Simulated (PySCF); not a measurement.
## Radial density of He⁺ (helium, charge +1)

UHF, 2p1, 2P determinant (an excited configuration). Calculation: PySCF 2.14, in aug-cc-pVTZ (4s3p2d, 23 functions); no relativity, point nucleus.

| r (bohr) | 4πr²ρ (e/bohr) | 4πr²(ρα − ρβ) |
| --- | --- | --- |
| 0.0838 | 5.184e-05 | 0.0001 |
| 0.141 | 0.0004017 | 0.0004 |
| 0.237 | 0.002940 | 0.0029 |
| 0.399 | 0.01862 | 0.0186 |
| 0.671 | 0.08754 | 0.0875 |
| 1.13 | 0.2756 | 0.2756 |
| 1.90 | 0.4688 | 0.4688 |
| 3.19 | 0.2084 | 0.2084 |
| 5.37 | 0.0009879 | 0.0010 |

The outer electron is Rydberg-like, and this basis confines it to a smaller radius and binds it less than a complete one would.
